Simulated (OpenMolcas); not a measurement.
**F4+: effect of the IPEA shift**

```yaml
Program: OpenMolcas 26.06
Basis: ANO-RCC-VQZP [5s4p3d2f1g]
Scalar_Hamiltonian: DKH2, point nucleus
Active_space: 3 electrons in 4 orbitals (2s 2p)
State_averaging: 2S+1 = 4 odd, 1 root; 2S+1 = 2 odd, 11 roots (8 in the spin-orbit step); 2S+1 = 4 even, 3 roots; 2S+1 = 2 even, 9 roots
Spin-orbit_coupling: RASSI with atomic mean-field integrals over the reference wave functions, term energies averaged over their components
```

Methods on the same reference wave functions:
A. CASSCF
B. SS-CASPT2, IPEA 0 Eh, imaginary shift 0.1 Eh (closed shells correlated: 1s)
C. SS-CASPT2, IPEA 0.25 Eh, imaginary shift 0.1 Eh (closed shells correlated: 1s)

Energies in cm⁻¹ above 2s² 2p ²P°_1/2, the measured ground level; measured values from Moore, Atomic Energy Levels, vol. I, NSRDS-NBS 35 (1971 reprint of NBS Circular 467, 1949).

```csv
Level,A,B,C,Measured
2s² 2p ²P°_1/2,0.0,0.0,0.0,0.0
2s² 2p ²P°_3/2,688,688,688,746
2s 2p² ⁴P_1/2,79505,84730,84500,
2s 2p² ⁴P_3/2,79753,84980,84750,
2s 2p² ⁴P_5/2,80160,85380,85160,
2s 2p² ²D_3/2,158705,152680,152850,152898
2s 2p² ²D_5/2,158708,152680,152860,152876
2s 2p² ²S_1/2,202345,197750,197730,197565
2s 2p² ²P_1/2,226513,215590,216280,214881
2s 2p² ²P_3/2,226994,216070,216760,215348
2p³ ⁴S°_3/2,273760,275710,275550,
```

Deviations, from unrounded energies. A percentage is the sum of absolute deviations over the sum of measured energies, with the sign that they share, or ± where signs differ.

```csv
Against measurement,Levels,A,B,C
mean absolute deviation (cm-1),6,6600,350,520
fine structure of the ground term (%),1,-7.8,-7.8,-7.8
other configurations (%),5,+4.3,±0.2,±0.3
```

B lies closest to measurement on these levels and A furthest from it. The largest miss of B in the table is 2s 2p² ²P_3/2, by +720 cm-1. The ranking rests on the paired levels alone, and a cruder setting can come out closer through cancelling errors.

Between B and C the level of the table that moves most is 2s 2p² ²P_3/2, by 700 cm-1 (lowest in B, highest in C). Moves below CASPT2's spread within the term are not significant.

The lowest spin-free term lies below A's lowest term by 0.053 hartree in B, 0.052 hartree in C.

Measured partners are found by configuration, term and J. A level has none where our copy of the source lacks it or the pairing is in doubt (some pairs that miss far off the trend of their configuration count as doubtful), and it then counts in no deviation. Only configurations of the active space appear. The table leaves out levels that lie high or whose names do not pair safely across all columns.

° marks odd parity.
